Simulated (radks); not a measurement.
Results of a calculation; reference values are marked as such.
Excited configurations of the oxygen ion O3+: one electron is placed in a higher orbital outside [He] 2s2. The ground configuration is [He] 2s2 2p1. Code: a radial shooting solver on a logarithmic mesh with Libxc functionals. Model: non-relativistic Kohn-Sham, LDA (Slater exchange, Perdew-Wang correlation), spin-polarised, spherical densities, point nucleus; open shells are filled with parallel spins first. Excitation = E - E(ground); binding = E(ion) - E, where the ion is the core of charge +4; n* = 4/sqrt(2 binding) in atomic units, and the quantum defect is n - n*.

outer orbital	excitation (eV)	binding (eV)	n*	quantum defect	eigenvalue (eV)
3p	47.914	29.791	2.703	0.297	-26.182
4f	63.909	13.796	3.972	0.028	-11.860
5f	68.705	9.000	4.918	0.082	-7.936
7s	72.461	5.245	6.443	0.557	-4.760
7p	72.677	5.028	6.580	0.420	-4.558

The Delta-SCF ionisation energy is 77.705 eV (NIST Atomic Spectra Database: 77.414 eV, measured). Self-interaction in the functional shifts the binding energies and quantum defects, so they are the method's values and not measured ones. Open shells are spherical and high-spin; term and fine-structure splittings are not resolved.
